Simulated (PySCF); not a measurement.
Ga(Me)(Cl) (CH3ClGa), SMILES [Ga+]([Cl])[CH3], charge +1.

Geometry: ωB97X-D3(BJ)/def2-TZVP. The spin state was assumed, not searched. The isomer is the one that the SMILES or the coordinates give; other isomers of the formula were not compared.

All values below come from TDDFT-CAM-B3LYP/def2-SVPD run with PySCF 2.14.0.

Vertical excitations; the highest root listed may be one member of a degenerate set.  State labels are in the subgroup Cs.

```
state  symmetry  energy (eV)  λ (nm)      f                                                                main pairs
-----  --------  -----------  ------  -----  ------------------------------------------------------------------------
S1           A"         6.68     185  0.013                                                HOMO→LUMO (degenerate set)
S2           A'         6.68     185  0.013                                              HOMO−1→LUMO (degenerate set)
S3           A"         6.88     180  0.000                                      HOMO−1→LUMO+1 49 %, HOMO→LUMO+2 49 %
S4           A'         6.99     177  0.000                               HOMO−1→LUMO+2, HOMO→LUMO+1 (degenerate set)
S5           A"         6.99     177  0.000                               HOMO→LUMO+2, HOMO−1→LUMO+1 (degenerate set)
S6           A'         7.44     167  0.020                    HOMO−2→LUMO 39 %, HOMO→LUMO+1 28 %, HOMO−1→LUMO+2 28 %
S7           A"         7.49     165  0.018                                            HOMO−2→LUMO+1 (degenerate set)
S8           A'         7.49     165  0.018                                            HOMO−2→LUMO+2 (degenerate set)
S9           A'         8.65     143  0.838  HOMO−2→LUMO 45 %, HOMO−1→LUMO+2 15 %, HOMO→LUMO+1 15 %, HOMO−5→LUMO 11 %
S10          A'         8.97     138  0.013                                                          HOMO−3→LUMO 97 %
T1           A'         6.15     201      0                                                          HOMO−2→LUMO 96 %
T2           A'         6.20     200      0                                              HOMO−1→LUMO (degenerate set)
T3           A"         6.20     200      0                                                HOMO→LUMO (degenerate set)
T4           A'         6.48     191      0                                      HOMO→LUMO+1 48 %, HOMO−1→LUMO+2 48 %
```
Triplets are in the Tamm–Dancoff approximation, which puts them higher than full response would, so one can lie above its singlet here.
